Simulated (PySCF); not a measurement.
Relaxation of doublet InO₂

All numbers come from UPBE0 in PySCF with In def2-TZVP with ECP28, O def2-TZVP; scalar-relativistic core potentials, no spin–orbit coupling; density-fitted integrals. A (50,194) grid was used.

A start displaced from a saddle point along its imaginary mode, of C∞v symmetry, held to at least that symmetry:

```xyz
3
charge 0 multiplicity 2, angstrom
In    0.0000    0.0000    0.0334
O     0.0000    0.0000    1.7425
O     0.0000    0.0000   -1.9825
```

At each step, columns x, y, z (Å) and Fx, Fy, Fz (eV/Å):

```
step 0  E − E(last) = 31.07 kJ/mol
In   0.000   0.000   0.033   0.000   0.000  -6.445
O    0.000   0.000   1.742   0.000   0.000   5.275
O    0.000   0.000  -1.982   0.000   0.000   1.170
step 1  E − E(last) = 2.12 kJ/mol
In   0.000   0.000  -0.038   0.000   0.000   0.638
O    0.000   0.000   1.821   0.000   0.000  -1.017
O    0.000   0.000  -1.990   0.000   0.000   0.379
step 2  E − E(last) = 0.21 kJ/mol
In   0.000   0.000  -0.036   0.000   0.000   0.205
O    0.000   0.000   1.800   0.000   0.000  -0.330
O    0.000   0.000  -1.971   0.000   0.000   0.125
step 3  E − E(last) = 0.00 kJ/mol
In   0.000   0.000  -0.035   0.000   0.000  -0.020
O    0.000   0.000   1.790   0.000   0.000   0.032
O    0.000   0.000  -1.961   0.000   0.000  -0.012
step 4  E − E(last) = 0.00 kJ/mol
In   0.000   0.000  -0.035   0.000   0.000  -0.001
O    0.000   0.000   1.791   0.000   0.000  -0.001
O    0.000   0.000  -1.962   0.000   0.000   0.002
```

It ends at C∞v with In–O 1.826 Å, In–O 1.927 Å; O–In–O 180.0°. A frequency run shows a minimum. Other isomers or separated fragments may lie lower.

No spin–orbit coupling is included, which matters more the heavier the element.

The relaxation took 8.5 s on 4 threads of a shared Arm Neoverse V1 host, with 112 basis functions and 5 gradients; the process peaked at 0.97 GiB.
